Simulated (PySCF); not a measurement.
An unknown is described by computed data only.

Formula: C5H3Cl2N.

| Quantity | Value |
| --- | --- |
| Polarisability | 93.2 au [PBE0/def2-SVPD] |
| UV, first state | lowest singlet excitation: 5.05 eV (245 nm, f = 0.153) [TDDFT PBE0/def2-SVPD] |
| Triplet | lowest triplet excitation (Tamm–Dancoff): 3.17 eV [TDA PBE0/def2-SVPD] |
| 13C NMR | chemical shifts (computed TMS as zero) by class: 149.0 (1 C), 113.1 (1 C), 97.3 (1 C), 55.9 (1 C), 37.1 (1 C) ppm [GIAO PBE0/pcSseg-1] |
| 1H NMR | chemical shifts (computed TMS as zero) by class: 4.16 (1 H), 2.86 (1 H), 2.58 (1 H) ppm [GIAO PBE0/pcSseg-1] |
| Dipole | 1.87 D [PBE0/def2-SVPD] |
| NMR, other nuclei | isotropic shieldings of nuclei other than C and H, by class: -87 (1 N), 699 (1 Cl), 856 (1 Cl) ppm [GIAO PBE0/pcSseg-1] |
| Rotational structure | rotational constants A, B, C: 1.744, 0.895, 0.610 GHz [GFN2-xTB] |

The electronic properties come from PySCF, for the isolated species, density fitting. Levels stand in brackets. One conformer (not necessarily the lowest) at the GFN2-xTB geometry, without solvent, vibrations or thermal averaging. Each NMR value is the plain mean over a class of atoms that symmetry, rotation or inversion makes alike.

Task: Give a SMILES that accounts for the data.

Result: Numbering: `[N:1]#[C:2][C:3]1=[C:4]([Cl:5])[C@@H:6]1[CH2:7][Cl:8]`. Its formula, C5H3Cl2N, gives 4 degrees of unsaturation: 1 ring and 3 π bonds in the structure found. 5 carbons fall into 5 classes; from least to most shielded: vinylic C–Cl carbon [C4] (149.0 ppm), nitrile carbon [C2] (113.1 ppm), fully substituted alkene carbon [C3] (97.3 ppm), sp3 C–Cl carbon [C7] (55.9 ppm), allylic carbon [C6] (37.1 ppm). Hydrogen classes from least to most shielded: 1 H on an sp3 C–Cl carbon, C7 (4.16 ppm), 1 H on an sp3 C–Cl carbon, C7 (2.86 ppm), 1 H on an allylic carbon, C6 (2.58 ppm). The other shieldings belong to: -87 ppm, nitrile nitrogen [N1]; 699 ppm, vinyl chlorine [Cl5]; 856 ppm, alkyl chlorine [Cl8]. S1 is mainly HOMO→LUMO (weight 0.87); the largest Löwdin shares of the orbital it empties are 0.20 on the fully substituted alkene carbon, 0.17 on the vinylic C–Cl carbon, 0.15 on the vinyl chlorine and 0.13 on the nitrile nitrogen, of the orbital it fills 0.29 on the vinylic C–Cl carbon, 0.21 on the fully substituted alkene carbon, 0.18 on the nitrile nitrogen and 0.14 on the nitrile carbon. The optimised geometry has point group C1 and is an asymmetric top. Structure: `N#CC1=C(Cl)[C@@H]1CCl`. The assignments are read from this structure; whether some other isomer fits the data as well wasn't checked. The mirror image fits equally.

Shape of the structure used: `[N:1]#[C:2][C:3]1=[C:4]([Cl:5])[C@@H:6]1[CH2:7][Cl:8]`: C4–C6–C7–Cl8 82°.
